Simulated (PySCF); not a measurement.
CH7GaOP2, SMILES [PH2][Ga]([O]C)[PH2]. Atoms are numbered in the order given.

```xyz
12

Ga     0.0785    -0.0190     0.1080
O     -0.7301    -1.4794    -0.5585
C     -1.7019    -1.5185    -1.5690
H     -1.9023    -0.5301    -2.0299
H     -1.3831    -2.1991    -2.3801
H     -2.6623    -1.8999    -1.1742
P      1.7660    -0.5467     1.6300
H      0.9383    -1.4898     2.3136
H      1.4347     0.5367     2.5026
P     -0.4757     2.0479    -0.8584
H     -0.2869     2.7488     0.3730
H     -1.8756     1.8475    -0.6431
```

Coordinates come from a B3LYP-D3(BJ)/def2-SVP optimisation. One conformer was computed; it need not be the lowest.

Level of theory: PBE0/pcSseg-1 (PySCF).

GIAO shieldings, no solvent; atoms listed in one row are averaged. δ = σ(ref) − σ: ¹⁷O against H2O (σ = 334.2 ppm); ¹³C against TMS (σ = 186.3 ppm); ¹H against TMS (σ = 31.56 ppm); ³¹P against PH3 (σ = 586.6 ppm), references at their B3LYP-D3(BJ)/def2-TZVP geometries, non-relativistic.

Computed chemical shifts:
```
nucleus       atoms  count  δ (ppm)
-------  ----------  -----  -------
¹⁷O              O2      1    136.1
¹³C              C3      1     61.2
¹H       H4, H5, H6      3     4.24
¹H              H12      1     2.15
¹H               H8      1     2.13
¹H              H11      1     1.63
¹H               H9      1     1.62
³¹P              P7      1     -0.1
³¹P             P10      1     -2.8
```
